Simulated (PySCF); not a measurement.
C3H6GeO, SMILES C#C[CH2][GeH2][OH]. Heavy atoms are numbered as in [CH:1]#[C:2][CH2:3][GeH2:4][OH:5]. Hydrogens are named by the atom that carries them.

Coordinates come from a B3LYP-D3(BJ)/def2-SVP optimisation. The structure was generated by enumeration, and PubChem lists no compound with its InChIKey, so it may never have been made. Other conformers were not sampled.

Calculation: PBE/pcSseg-1 (PySCF).

GIAO shieldings, no solvent; atoms alike by connectivity are averaged. δ = σ(ref) − σ: ¹³C against TMS (σ = 182.0 ppm); ⁷³Ge against GeH4 (σ = 1614.4 ppm); ¹⁷O against H2O (σ = 334.3 ppm); ¹H against TMS (σ = 31.49 ppm), references at their B3LYP-D3(BJ)/def2-TZVP geometries, non-relativistic.

| nucleus | atoms | count | δ (ppm) |
|---|---|---|---|
| ¹³C | C2 | 1 | 80.8 |
| ¹³C | C1 (CH) | 1 | 72.6 |
| ¹³C | C3 (CH2) | 1 | 9.7 |
| ⁷³Ge | Ge4 (GeH2) | 1 | 333.7 |
| ¹⁷O | O5 (OH) | 1 | 19.6 |
| ¹H | H on Ge4 | 2 | 5.79 |
| ¹H | H on C3 | 2 | 2.52 |
| ¹H | H on C1 | 1 | 1.82 |
| ¹H | H on O5 | 1 | 0.00 |
